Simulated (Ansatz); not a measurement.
`OC[SiH2]CCl` → `[CH2]` (triplet) + `O[SiH2]CCl`  (formal loss of a carbene)

Calculated with Ansatz (gas phase, PBE0-D4/def2-TZVP geometries, no zero-point term in ΔE). CCSD(T)/CBS adds triple-zeta CCSD(T) − MP2 to the extrapolated MP2 energy (def2 sets, frozen cores). This one scheme is used for every species. DFT in def2-TZVPP. HSE06 is defined as in plane-wave codes. Triplets are unrestricted, without spin–orbit coupling. Each species was taken in one conformer, which may not be the lowest.

`OC[SiH2]CCl`:

Z-matrix (Å, degrees):
```
C
Si 1 1.890
O 1 1.416 2 114.4
H 1 1.094 2 108.1 3 -118.7
H 1 1.102 2 109.6 3 126.4
C 2 1.890 1 110.4 3 -72.1
H 2 1.484 1 110.9 3 48.3
H 2 1.491 1 110.1 3 170.4
H 3 0.962 1 108.4 2 52.0
Cl 6 1.795 2 110.4 1 53.7
H 6 1.090 2 112.5 1 172.9
H 6 1.091 2 111.7 1 -65.0
```

`[CH2]` (triplet):

```xyz
3

C    -0.042   -0.108   -0.250
H    -0.962    0.173    0.239
H     1.004   -0.065    0.012
```

`O[SiH2]CCl`:

```xyz
9

O    -1.090    1.272    0.787
Si   -0.320    0.618   -0.507
C     0.868   -0.729    0.053
Cl   -0.077   -1.931    0.989
H    -1.539    0.654    1.368
H     0.436    1.723   -1.145
H    -1.264    0.002   -1.475
H     1.651   -0.351    0.712
H     1.335   -1.257   -0.780
```

Problem. Is it downhill or uphill in electronic energy at CCSD(T)/CBS, and by how much? (Best estimate.)

Solution. Computed: Uphill: ΔE = +63.9 kcal/mol.

Problem. What do these levels give: HSE06-D4, BLYP, r2SCAN, PBE0, r2SCANh, HSE06, BHLYP, LC-ωPBE, RPA@PBE/def2-TZVPP, SCS-MP2/def2-TZVPP, HF/CBS(def2), CCSD/CBS(def2)? (Estimate.)

Solution. Computed: HSE06-D4 66.2, BLYP 61.7, r2SCAN 59.2, PBE0 64.6, r2SCANh 58.4, HSE06 64.8, BHLYP 57.1, LC-ωPBE 62.5, RPA@PBE/def2-TZVPP 61.6, SCS-MP2/def2-TZVPP 63.3, HF/CBS(def2) 25.9, CCSD/CBS(def2) 60.7 kcal/mol.

Largest T1 diagnostic among the species: 0.011.

From BLYP to BHLYP (50 % exact exchange), in def2-TZVPP and without D4, ΔE moves by −4.7 kcal/mol. The D4 term adds +2.8 kcal/mol with B3LYP and +1.6 kcal/mol with PBE0; it sums over pairs of atoms, weighted by their polarisabilities, and B3LYP, whose exchange is more repulsive, gets the larger term. In def2-TZVPP, CCSD(T) changes the Hartree–Fock value by +35.5 kcal/mol (the triples alone add +3.2 kcal/mol) and MP2 by +36.6 kcal/mol.

B3LYP here is the variant with VWN-RPA as its local correlation; programs differ in this.
